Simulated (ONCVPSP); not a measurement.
## Transferability test, ONCV potential for osmium

| Quantity | Value |
| --- | --- |
| Element | Os (Z = 76) |
| Generator | ONCVPSP 4.0.1 |
| Type | optimised norm-conserving Vanderbilt (ONCV) |
| Functional | PBE |
| Relativity | scalar-relativistic |
| Frozen core | [Kr] 4d10 4f14 |
| Valence charge | 16 |
| Reference configuration | 5s2 5p6 5d6 6s1.75 6p0.25 |
| Partial waves | 5s+6s: rc 1.90 bohr, ncon 4, nbas 9, qcut 8.4 1/bohr, 2 projectors; 5p+6p: rc 2.15 bohr, ncon 3, nbas 6, qcut 6 1/bohr, 2 projectors; 5d: rc 2.60 bohr, ncon 3, nbas 8, qcut 6 1/bohr, 2 projectors, debl 1.9 Ha |
| Local potential | polynomial inside 1.80 bohr (lpopt 5, dvloc0 4 Ha) |
| Core correction | Teter function, parameters optimised by the program |

Energies are relative to the spin-unpolarised reference configuration 5s2 5p6 5d6 6s1.75 6p0.25; without spin polarisation the order of configurations can differ from experiment. Not all tests gave a result: 1 of 4 tests not solved or not reliable.

```csv
valence configuration,charge,ΔE all-electron (eV),error AE − PS (meV)
5s2 5p6 5d6 6s2 6p0,0,-1.229,+0.4
5s2 5p6 5d6 6s1 6p0,+1,8.349,-2.9
5s2 5p6 5d5 6s2 6p1,0,4.876,+25
```

Levels in the configuration 5s2 5p6 5d5 6s2 6p1:

```tsv
level	all-electron (eV)	pseudo (eV)
5s	-96.019	-95.899
5p	-55.115	-55.049
5d	-9.649	-9.602
6s	-8.099	-8.101
6p	-2.406	-2.409
```

Note: no bound ghost flagged; GHOST(+) flagged for s at 73.6 eV.
